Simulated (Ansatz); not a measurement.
Energy on a grid of two coordinates

SnNH4 (SMILES [NH2][SnH2]), doublet, PBE0-D4/def2-TZVP minimum:

```tsv
atom	x (Å)	y (Å)	z (Å)
N1	-0.2017	-1.0117	0.0720
Sn2	0.5293	0.8857	-0.0551
H3	0.0792	-1.6342	-0.6745
H4	-0.0367	-1.4806	0.9533
H5	-0.0637	1.4558	-1.5748
H6	-0.2643	1.7209	1.2329
```

Rows set the angle Sn2–N1–H4 (°; 115.3 at the minimum), columns the dihedral angle H3–N1–Sn2–H5 (°; 59.0), set in this order; the parts move rigidly, in a bend the first-named atom's side turns in the plane, and in a torsion the whole end group turns. CCSD(T) energies count from the value at that structure, in kJ/mol. Computed with Ansatz 0.2.0 (basis: def2-TZVPP); correlated methods freeze the cores; orbitals are unrestricted. Filled d shells of the heavier atoms are correlated. Core potentials replace the inner electrons of the atoms past krypton. The def2 sets are not built for correlating such inner shells, so the correlated values are less sure here.

| Sn2–N1–H4 \ H3–N1–Sn2–H5 | -129.8 | -57.8 | 14.2 | 86.2 | 158.2 |
| --- | --- | --- | --- | --- | --- |
| 91.3 | 39.8 | 44.9 | 40.9 | 25.6 | 40.0 |
| 103.3 | 19.8 | 25.9 | 17.2 | 7.1 | 24.4 |
| 115.3 | 13.1 | 20.3 | 7.9 | 3.1 | 21.3 |
| 127.3 | 18.4 | 26.5 | 11.7 | 11.5 | 29.2 |
| 139.3 | ? | ? | 26.8 | 30.6 | 46.5 |

Fill in the withheld cells. (Judge from chemistry; the value comes from the calculation.)

By the calculation: (139.3, -129.8): 33.9; (139.3, -57.8): 43.0 kJ/mol. These count from the CCSD(T) energy at the PBE0-D4 minimum.

The same grid for a cheaper method: HF − CCSD(T), both counted from the minimum, in kJ/mol:
| Sn2–N1–H4 \ H3–N1–Sn2–H5 | -129.8 | -57.8 | 14.2 | 86.2 | 158.2 |
| --- | --- | --- | --- | --- | --- |
| 91.3 | -0.9 | -1.3 | 1.7 | 4.5 | -2.0 |
| 103.3 | -3.2 | -5.2 | -0.7 | 1.0 | -5.9 |
| 115.3 | -3.9 | -7.5 | -2.0 | -0.6 | -7.8 |
| 127.3 | -3.3 | -8.2 | -1.9 | -0.7 | -7.8 |
| 139.3 | -1.4 | -7.4 | -0.4 | 0.6 | -6.2 |

The T1 diagnostic stays at or below 0.019. ⟨S²⟩ of the unrestricted Hartree–Fock references: 0.75 to 0.76 (a pure state has 0.75).

For scale, one of the runs: CCSD(T)/def2-TZVPP, 137 basis functions (an equivalent command: `ansatz run in.yaml --threads 4`). Time: 61 s of wall clock on 4 CPU threads; the host was shared. Peak host memory: 2 GiB.
